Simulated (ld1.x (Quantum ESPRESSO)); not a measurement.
## Hg ultrasoft: all-electron and pseudo phase curves

ld1.x (Quantum ESPRESSO) 7.5 input, shortened:

```
&input
   title='Hg', zed=80., rel=2, dft='PBESOL', iswitch=3,
   config='[Xe] 4f14 5d10 6s1.75 6p0.25', rel_dist='average'
 /
 &inputp
   pseudotype=3, tm=.true., lloc=-1, rcloc=1.70,
   nlcc=.false.,
   which_augfun='PSQ', rmatch_augfun_nc=.true.
 /
6
5S  1  0   2.00   0.00  1.40  1.85  0.0
6S  2  0   1.75   0.00  1.40  1.85  0.0
5P  2  1   6.00   0.00  1.50  2.00  0.0
6P  3  1   0.25   0.00  1.50  2.00  0.0
5D  3  2  10.00   0.00  2.00  2.35  0.0
5D  3  2   0.00  -0.10  2.00  2.35  0.0
 &test
   configts(1)='5s2 5p6 5d10 6s1.75 6p0.25'
 /
```

Open shells are filled in proportion to 2j + 1 (rel_dist='average').

The phase is arctan(r·u′/u) with u = r·R(r), unwrapped; energies in Ry, scanned from -11 to 5 Ry. A pole is an energy at which the radial function vanishes at the test radius. The pseudo phase is shifted by a multiple of π to meet the all-electron one at the reference energy, and phase errors are pseudo minus all-electron; the curves can meet again beyond the range given. Levels narrower than the energy grid can be missing from the lists of poles. n/a: not evaluated, since a narrow level or a reset projector energy made the automatic matching unsafe.

Problem. For each channel, where are the poles, and over which energies does the pseudopotential scatter like the atom?

Solution.

| channel | radius (bohr) | reference energy (Ry) | poles, all-electron | poles, pseudo | unbroken range about the reference energy with phases within 0.05 rad | phase error 1 Ry above the reference energy (rad) |
| --- | --- | --- | --- | --- | --- | --- |
| s | 2.55 | -0.54 | 1.43 | 1.44 | n/a | n/a |
| p1/2 | 2.55 | -0.14 | -5.89, 2.71 | -5.89, 2.49 | below 3.5 | -0.007 |
| p3/2 | 2.55 | -0.08 | -4.53, 3.44 | -4.53, -1.71, 2.72 | -1.4 to 0.5 | -0.069 |
| d3/2 | 2.55 | -0.85 | -0.57 | -0.57, 1.73 | below 0.9 | -0.001 |
| d5/2 | 2.55 | -0.72 | -0.39 | -0.39, 2.48 | below 1.3 | -0.000 |

The ghost test of this file was not conclusive. Its overlap operator is not positive definite in a basis up to 400 Ry (lowest eigenvalue p3/2 -1.16), so the file is unfit for use: the generalised eigenproblem breaks down once the basis is large enough, and its test numbers describe a broken file.

Phases in the p1/2 channel:

| E (Ry) | all-electron | pseudo |
| --- | --- | --- |
| -11.00 | 1.448 | 1.448 |
| -10.76 | 1.447 | 1.447 |
| -10.52 | 1.445 | 1.445 |
| -10.28 | 1.444 | 1.444 |
| -10.04 | 1.442 | 1.442 |
| -9.80 | 1.440 | 1.440 |
| -9.56 | 1.439 | 1.438 |
| -9.32 | 1.437 | 1.437 |
| -9.08 | 1.435 | 1.435 |
| -8.84 | 1.433 | 1.433 |
| -8.60 | 1.430 | 1.430 |
| -8.36 | 1.428 | 1.428 |
| -8.12 | 1.426 | 1.425 |
| -7.88 | 1.423 | 1.423 |
| -7.64 | 1.420 | 1.420 |
| -7.40 | 1.417 | 1.417 |
| -7.16 | 1.414 | 1.414 |
| -6.92 | 1.410 | 1.410 |
| -6.68 | 1.405 | 1.405 |
| -6.44 | 1.399 | 1.399 |
| -6.20 | 1.387 | 1.387 |
| -5.96 | 1.219 | 1.219 |
| -5.72 | -1.722 | -1.723 |
| -5.48 | -1.738 | -1.739 |
| -5.24 | -1.747 | -1.747 |
| -5.00 | -1.753 | -1.754 |
| -4.76 | -1.760 | -1.760 |
| -4.52 | -1.766 | -1.767 |
| -4.28 | -1.773 | -1.774 |
| -4.04 | -1.781 | -1.781 |
| -3.80 | -1.789 | -1.789 |
| -3.56 | -1.798 | -1.798 |
| -3.32 | -1.808 | -1.808 |
| -3.08 | -1.819 | -1.820 |
| -2.84 | -1.832 | -1.833 |
| -2.60 | -1.847 | -1.848 |
| -2.36 | -1.864 | -1.865 |
| -2.12 | -1.885 | -1.886 |
| -1.88 | -1.911 | -1.911 |
| -1.64 | -1.942 | -1.943 |
| -1.40 | -1.982 | -1.984 |
| -1.16 | -2.036 | -2.037 |
| -0.92 | -2.111 | -2.112 |
| -0.68 | -2.220 | -2.221 |
| -0.44 | -2.392 | -2.393 |
| -0.20 | -2.678 | -2.678 |
| 0.04 | -3.127 | -3.127 |
| 0.28 | -3.638 | -3.640 |
| 0.52 | -4.013 | -4.019 |
| 0.76 | -4.242 | -4.248 |
| 1.00 | -4.382 | -4.390 |
| 1.24 | -4.475 | -4.484 |
| 1.48 | -4.541 | -4.551 |
| 1.72 | -4.590 | -4.602 |
| 1.96 | -4.629 | -4.642 |
| 2.20 | -4.660 | -4.676 |
| 2.44 | -4.687 | -4.706 |
| 2.68 | -4.710 | -4.734 |
| 2.92 | -4.731 | -4.760 |
| 3.16 | -4.750 | -4.786 |
| 3.40 | -4.769 | -4.814 |
| 3.64 | -4.787 | -4.846 |
| 3.88 | -4.805 | -4.884 |
| 4.12 | -4.823 | -4.933 |
| 4.36 | -4.843 | -5.003 |
| 4.60 | -4.864 | -5.117 |
| 4.84 | -4.888 | -5.338 |
